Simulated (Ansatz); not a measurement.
Reaction (ligand exchange at the Al–O bond): `[F][Al]([Cl])[O][SiH3]` + CH₃SH → `C[S][Al]([F])[Cl]` + `O[SiH3]`

Computed with Ansatz on PBE0-D4/def2-TZVP structures; ΔE is electronic, products minus reactants. CBS: MP2 limit from def2 TZ/QZ plus the TZ coupled-cluster correction, frozen cores. This one scheme is used for every species. DFT in def2-TZVPP. Each species was taken in one conformer, which may not be the lowest.

```
                 species  RPA@PBE/def2-TZVPP energy (Eh)
`[F][Al]([Cl])[O][SiH3]`                     -1168.10740
                   CH₃SH                      -438.36377
     `C[S][Al]([F])[Cl]`                     -1239.62505
               `O[SiH3]`                      -366.82468
```

Problem. Work out ΔE.

Solution. ΔE = (-1239.62505) + (-366.82468) − (-1168.10740) − (-438.36377) = 0.02144 Eh = +56.3 kJ/mol. CCSD(T)/CBS gives +50.6 kJ/mol.

Largest T1 diagnostic among the species: 0.011.

From PBE to PBE0 (25 % exact exchange), in def2-TZVPP and without D4, ΔE moves by +5.3 kJ/mol. Leaving LDA and LC-ωPBE aside and taking each functional with its dispersion term where it has one, the values, not all of them listed here, spread over 24.1 kJ/mol, from revPBE-D4 to BHLYP-D4. At CCSD(T), def2-SVP lies +10.3 kJ/mol from the extrapolated value and def2-TZVPP +4.0 kJ/mol.
